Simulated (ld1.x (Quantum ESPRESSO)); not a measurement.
**Ranking TM potentials for Ce (Z = 58)**

All share these settings but for the change named:

ld1.x (Quantum ESPRESSO) 7.5 input, shortened:

```
&input
   title='Ce', zed=58., rel=1, dft='PBESOL', iswitch=3,
   config='[Xe] 4f1 5d1 6s1.5 6p0'
 /
 &inputp
   pseudotype=2, tm=.true., lloc=0,
   nlcc=.true., new_core_ps=.true.
 /
4
6P  2  1   0.00   0.00  3.55  3.55  0.0
5D  3  2   1.00   0.00  3.10  3.10  0.0
4F  4  3   1.00   0.00  1.05  1.05  0.0
6S  1  0   1.50   0.00  3.55  3.55  0.0
 &test
   configts(1)='4f1 5d1 6s1.5 6p0'
 /
```

Cutoff: the first of the cutoffs (Ry, on a coarse ladder) from which the occupation-weighted sum of valence levels, in a spherical-Bessel basis at the reference potential, stays within 10 and 1 mRy of its value at 400 Ry; the density cutoff is not measured.

The base gives 230 Ry.

Of 7 variants that were run, those that failed, showed a ghost or another fault, or gave nearly equal values are left out.

A variant can come out equal or close to the base.

Rank these variants from softest to hardest (loose cutoff).
A. wave 4f (bound): rc 1.05 bohr becomes 4f (bound): rc 0.88 bohr
B. all radii but the core radius scaled by about 0.97 (s 3.44, p 3.44, d 3.00, f 1.02 bohr)
C. local potential all-electron potential smoothed inside 3.10 bohr (lloc = -2)

C (230 Ry), B (260 Ry), A (300 Ry).
